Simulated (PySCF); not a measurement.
Löwdin shares of the frontier orbitals

C₆H₅FO₂.
Z-matrix (Å and degrees, GFN2-xTB geometry), rows numbered from 1:
```
O 
C   1  1.3744
C   2  1.3822  1  123.28
C   3  1.3866  2  120.42  1  -179.98
C   4  1.3800  3  118.50  2    -0.02
F   5  1.3499  4  119.10  3   179.99
C   5  1.3834  4  122.36  3    -0.01
C   7  1.3852  5  118.97  4     0.05
O   8  1.3524  2  120.41  1     0.01
H   1  0.9628  2  109.51  3    -0.16
H   3  1.0811  2  119.66  1     0.02
H   4  1.0773  3  121.18  2   179.97
H   7  1.0768  5  121.02  4  -179.96
H   9  0.9677  8  108.04  2     0.10
```

Method used: TDDFT PBE0/def2-SVPD, vertical, gas phase, core orbitals frozen in the response (PySCF 2.14.0, density-fitted response routines).

Frontier orbitals with the atoms that hold most of them (Löwdin shares over 4%, at most four atoms; ? is withheld):

| orbital | ε (eV) | atoms |
| --- | --- | --- |
| LUMO+2 | 0.20 | C5 22%, C2 16%, C4 16%, C8 14% |
| LUMO+1 | 0.06 | O1 34%, H10 21%, O9 10%, C2 9% |
| LUMO | -0.46 | C3 23%, C7 19%, C8 13%, C4 12% |
| HOMO | ? | ? |
| HOMO-1 | -7.34 | ? |
| HOMO-2 | -9.62 | C4 19%, C3 15%, F6 12%, C5 12% |
| HOMO-3 | -10.27 | O9 15%, C4 11%, C2 11%, C3 10% |

Problem. Which atoms hold the HOMO, and with what shares?

Solution. C2 (bonded to 2 C and O) 18%; C4 (bonded to 2 C and H) 15%; C8 (bonded to 2 C and O) 14%; O1 (bonded to C and H) 13%. By element: carbon 46% or more, oxygen 13% or more.

Problem. Give the leading atoms of the HOMO-1.

Solution. C7 (bonded to 2 C and H) 28%; C3 (bonded to 2 C and H) 20%; C5 (bonded to 2 C and F) 10%; C4 (bonded to 2 C and H) 9%.

Problem. What is the HOMO energy, and the HOMO–LUMO gap?

Solution. ε(HOMO) = -6.45 eV; the gap is 5.98 eV (0.2199 hartree).

Problem. The HOMO–LUMO gap is 5.98 eV. Where does the response calculation put the lowest singlet, and from which orbitals?

Solution. S1 is at 4.99 eV (f = 0.059), 0.99 eV below the gap, made of HOMO→LUMO (84%), HOMO-1→LUMO+2 (15%). Without the coupling terms of the response equations the lowest excitation would equal the gap.

Problem. One configuration dominates each of S1, S2 and S5. Which, and how do the shares of the two leading atoms of either orbital change from the occupied to the empty one?

Solution. 
- S1 (4.99 eV, f 0.059), HOMO→LUMO (84%): C2 18% → at most 13%, C4 15% → 12%, C3 at most 14% → 23%, C7 at most 14% → 19%
- S2 (5.36 eV, f 0.0006), HOMO→LUMO+1 (98%): C2 18% → 9%, C4 15% → at most 9%, O1 13% → 34%, H10 at most 14% → 21%
- S5 (6.40 eV, f 0.0012), HOMO-1→LUMO+1 (82%): C7 28% → at most 9%, C3 20% → at most 9%, O1 at most 9% → 34%, H10 at most 9% → 21%

One conformer stands for the species.
